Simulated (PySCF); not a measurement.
C2H11NOSi2, SMILES C[SiH](C)O[SiH2]N, singlet (GFN2-xTB optimised geometry):

```
17

Si    -0.269    -0.672     0.000
C     -0.948     1.102     0.000
C      1.631    -0.672     0.000
O     -0.839    -1.382    -1.346
Si    -0.813    -2.499    -2.520
N      0.763    -2.473    -3.214
H     -0.792    -1.453     1.129
H     -0.587     1.672    -0.852
H     -0.651     1.631     0.900
H     -2.032     1.105    -0.042
H      2.030    -0.327     0.949
H      2.015    -1.672    -0.179
H      2.032    -0.025    -0.776
H     -1.925    -2.078    -3.378
H     -0.980    -3.834    -1.953
H      0.973    -3.095    -3.977
H      1.207    -1.581    -3.364
```

Method: PBE0/def2-SVP in PySCF 2.14.0.

Problem. What are the frontier orbital energies and the dipole moment?

Solution. HOMO-2 -8.21 eV, HOMO-1 -8.04 eV, HOMO -7.22 eV, LUMO 1.34 eV, LUMO+1 1.59 eV; dipole moment 1.75 D.

Meta-Löwdin charges at PBE0/def2-SVP: Si1 0.99, C2 -0.56, C3 -0.57, O4 -0.81, Si5 0.97, N6 -0.70, H7 -0.14, H8 0.11, H9 0.11, H10 0.12, H11 0.12, H12 0.12, H13 0.11, H14 -0.16, H15 -0.14, H16 0.22, H17 0.22.
